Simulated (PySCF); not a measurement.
Predicted microwave data (CAM-B3LYP/def2-SVPD in PySCF (dipole) on a GFN2-xTB geometry, gas phase) for one isomer of CH10FNSi3:

| Property | Result |
| --- | --- |
| Rotational constants | A = 5485, B = 726.7, C = 671.9 MHz |
| Dipole components | \|μa\| = 0.08 D, \|μb\| = 2.46 D, \|μc\| = 0.16 D |
| Inertial defect | -35.41 u·Å² |
| κ | -0.98 |

Question: Which structure is it? (One computed conformer of each.)
A. `[F:1][Si@@H:2]([CH2:3][SiH3:4])[NH:5][SiH3:6]` with F1–Si2–C3–Si4 -53°, F1–Si2–N5–Si6 49°
B. `[CH3:1][Si@H:2]([NH2:3])[SiH2:4][SiH2:5][F:6]` with C1–Si2–N3–H 65° and -73°, C1–Si2–Si4–Si5 91°, Si2–Si4–Si5–F6 -8°
C. `[CH3:1][SiH2:2][Si@H:3]([F:4])[NH:5][SiH3:6]` with C1–Si2–Si3–F4 46°, Si2–Si3–N5–Si6 -60°
D. `[CH3:1][NH:2][SiH2:3][SiH2:4][SiH2:5][F:6]` with C1–N2–Si3–Si4 54°, N2–Si3–Si4–Si5 -74°, Si3–Si4–Si5–F6 -12°

Answer: A. It is F[Si@@H](C[SiH3])N[SiH3], a near-prolate asymmetric top, point group C1. The candidates at the same level (rigid rotor, commonest isotopes):

| SMILES | A (MHz) | B (MHz) | C (MHz) | μa (D) | μb (D) | μc (D) | Δ (u·Å²) | point group | rotor |
| --- | --- | --- | --- | --- | --- | --- | --- | --- | --- |
| C[Si@H](N)[SiH2][SiH2]F | 2494 | 1033 | 904.7 | 0.64 | 0.46 | 0.39 | -133.03 | C1 | asymmetric top |
| F[Si@@H](C[SiH3])N[SiH3] | 5485 | 726.7 | 671.9 | 0.08 | 2.46 | 0.16 | -35.41 | C1 | near-prolate asymmetric top |
| C[SiH2][Si@H](F)N[SiH3] | 2107 | 1107 | 859.9 | 0.54 | 1.17 | 0.14 | -108.80 | C1 | asymmetric top |
| CN[SiH2][SiH2][SiH2]F | 2352 | 1081 | 879.6 | 0.87 | 0.24 | 0.92 | -107.92 | C1 | asymmetric top |

`C[Si@H](N)[SiH2][SiH2]F` has A 55 % too low; `C[SiH2][Si@H](F)N[SiH3]` has A 62 % too low; `CN[SiH2][SiH2][SiH2]F` has A 57 % too low. No structure here is proved a minimum.
